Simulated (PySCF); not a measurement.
A structure optimised at PBE-D3(BJ)/def2-SVP, used in a PySCF frequency run:

```xyz
4

Ti     0.0000     0.0000     0.5054
Cl     1.7236     0.9951    -0.2180
Cl     0.0000    -1.9903    -0.2180
Cl    -1.7236     0.9951    -0.2180
```
Charge +1, spin multiplicity 1.

### Question
Write its SMILES, formula and point group.

### Answer
[Cl][Ti+]([Cl])[Cl], Cl₃Ti, C3v

### Question
What are its rotational constants (standard atomic weights)?

### Answer
2.2175, 2.2175, 1.1997 GHz
